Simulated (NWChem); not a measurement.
Species: BO cation

```xyz
2

B      0.0000     0.0000    -0.7253
O      0.0000     0.0000     0.4611
```
Atoms are numbered in this order, from 1.

Computed with NWChem. Pople sets run with spherical d functions. The geometry was optimised at PBE0/def2-SVP. Vzz is the largest principal value of the second derivative of the potential at the nucleus (NWChem prints the opposite sign); η is the asymmetry. Non-relativistic.

```json
[
 {"level": "PBE0/def2-TZVP", "Vzz B1 (a.u.)": "0.257", "η B1": "0.00"},
 {"level": "PBE0/def2-SVP", "Vzz B1 (a.u.)": "0.245", "η B1": "0.00"},
 {"level": "CAM-B3LYP/def2-SVP", "Vzz B1 (a.u.)": "0.243", "η B1": "0.00"},
 {"level": "CAM-B3LYP/6-31G*", "Vzz B1 (a.u.)": "___", "η B1": "0.00"}
]
```

Task: Fill in the missing entries.

Result: 
- CAM-B3LYP/6-31G*, Vzz B1 (a.u.): 0.270
